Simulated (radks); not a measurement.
The platinum ion Pt52+, configuration [Ar] 3d8. Calculated with a radial shooting solver on a logarithmic mesh with Libxc functionals: Dirac Kohn-Sham, PBE, spin-unpolarised, spherical densities, finite nucleus; open shells fill j = l - 1/2 first; Fermi nuclear charge, rms radius 5.427 fm.

Radial electron density D(r) = 4 pi r^2 rho(r):

r (bohr)  D(r) (e/bohr)
0.00116           12.40
0.001308          14.77
0.001463          17.34
0.00165           20.52
0.00186           24.20
0.002097          28.41
0.002365          33.20
0.002645          38.20
0.002982          44.15
0.003362          50.69
0.003791          57.75
0.00424           64.74
0.004781          72.51
0.00539           80.36
0.006078          88.03
0.006853          95.21
0.007665          101.1
0.008642          106.3
0.009744          109.9
0.01099           111.7
0.01229           111.7
0.01385           109.9
0.01562           106.9
0.01761           103.2
0.01986           99.83
0.02221           98.06
0.02504           98.58
0.02824           102.3
0.03184           109.2
0.03561           117.7
0.04015           127.5
0.04527           135.5
0.05104           139.2
0.05755           137.2
0.06437           130.0
0.07258           118.4
0.08183           106.4
0.09226           97.80
0.1032            95.36
0.1164            98.56
0.1312            104.5
0.1479            107.9
0.1668            103.9
0.1865            91.87
0.2103            71.90
0.2371            49.34
0.2674            29.27
0.2991            15.56
0.3372            6.672
0.3802            2.354
0.4286           0.6678
0.4833           0.1485
0.5406          0.02860
0.6095         0.003656
0.6872        0.0003337

D(r) has 3 maxima, at r = 0.0116, 0.0523, 0.149 bohr, and minima at 0.0231, 0.102 bohr, inside which lie 2.05, 11.30 electrons.
